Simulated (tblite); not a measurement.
Species: C6H11FOSi.
Numbering: `[F:1]/[CH:2]=[CH:3]\[O:4][SiH2:5][CH2:6][CH:7]1[CH2:8][CH2:9]1` (hydrogens: H10 on C2; H11 on C3; H12, H13 on Si5; H14, H15 on C6; H16 on C7; H17, H18 on C8; H19, H20 on C9)

Structure used (GFN2-xTB), in Å, numbered top down from 1:
```
atom  x, y, z in Å
F1     3.5852    1.2947    0.5894
C2     4.0366    0.1106    0.1232
C3     3.2626   -0.7538   -0.5171
O4     1.9720   -0.6428   -0.8119
Si5    0.7730    0.4732   -0.7320
C6    -0.5406   -0.2795    0.4185
C7    -1.8631    0.4350    0.3018
C8    -2.7919    0.0930   -0.8212
C9    -3.1439   -0.2898    0.5860
H10    5.0806   -0.0480    0.3317
H11    3.7037   -1.6859   -0.8512
H12    0.3274    0.5109   -2.1250
H13    1.1822    1.7952   -0.2713
H14   -0.2071   -0.2439    1.4597
H15   -0.6843   -1.3344    0.1746
H16   -1.8187    1.4777    0.5926
H17   -3.3526    0.8839   -1.2956
H18   -2.4936   -0.6922   -1.4991
H19   -3.9453    0.2405    1.0783
H20   -3.0872   -1.3337    0.8559
```

Calculated harmonic vibrations of the isolated species, GFN2-xTB (tblite), most abundant isotopes, no scaling. This tight-binding method is rough: wavenumbers can miss measured ones by several per cent, in bad cases by 10 to 20. Modes of hydrogen on silicon can be 10 to 20 % off. One conformer, not necessarily the lowest. The optimisation stopped once no atom felt more than 0.01 eV/Å.

Lowest wavenumbers of the output (negative numbers stand for imaginary wavenumbers):
```
mode    cm-1
  1     -47.8
  2      32.5
  3      45.2
  4      69.3
  5     112.7
  6     140.2
  7     214.6
  8     263.9
  9     345.0
 10     375.3
```

**Question.** Is this structure a minimum?

**Answer.** Not by this Hessian. 1 mode is imaginary beyond 20i (48i cm⁻¹), so at this level the point lies at or near a first-order saddle. The curvature is small, so loose convergence or finite differences may be the whole cause.

**Question.** Which atoms move in the imaginary mode?

**Answer.** 48i: O4 (silyl ether oxygen) 28 %, C2 (vinylic C–F carbon) 15 %, Si5 (oxygen-bound silicon) 14 %, F1 (vinyl fluorine) 12 %. These are shares of the mass-weighted motion.

**Question.** What is the remedy?

**Answer.** Step along that mode in both directions, optimise again with tighter thresholds and repeat the frequencies. The zero-point energy of this point (96.2 kcal/mol) counts the 53 real modes alone, and thermal corrections from it aren't those of a minimum.

The run took 0.61 s wall on AMD EPYC 9R45, one thread, no GPU (shared host). The figure is for the frequency step alone.
